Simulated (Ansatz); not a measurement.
`O[SiH](O)O[SiH](O)F` at its PBE0-D4/def2-TZVP geometry, where that method's forces vanish. The species carries charge 0 and has multiplicity 1.

```xyz
12

O     2.4476    0.4021    1.1314
Si    1.4391    0.2347   -0.1294
O     1.5291   -1.3038   -0.6706
O    -0.1162    0.5638    0.2837
Si   -1.6130   -0.0426    0.2443
O    -2.7050    1.0627   -0.2072
F    -1.5702   -1.2486   -0.8115
H     2.5231   -0.3252    1.7511
H     1.8524    1.2368   -1.1237
H     0.7528   -1.6737   -1.0972
H    -2.0462   -0.5925    1.5323
H    -2.4934    1.6862   -0.9032
```

Problem. What forces (eV/Å) does r2SCAN-D4/def2-TZVPP give on these atoms in the Gaussian-basis code of Ansatz? (Estimate.)

Solution. The calculation gave: 
```
O1   0.042  0.032  0.018
Si2 -0.028  0.039 -0.047
O3   0.024 -0.053 -0.013
O4   0.015  0.055  0.029
Si5  0.009 -0.024  0.052
O6  -0.061  0.016  0.011
F7   0.004 -0.051 -0.034
H8   0.004 -0.018  0.016
H9  -0.002 -0.020  0.031
H10 -0.019 -0.011 -0.014
H11  0.005  0.021 -0.034
H12  0.007  0.015 -0.013
```
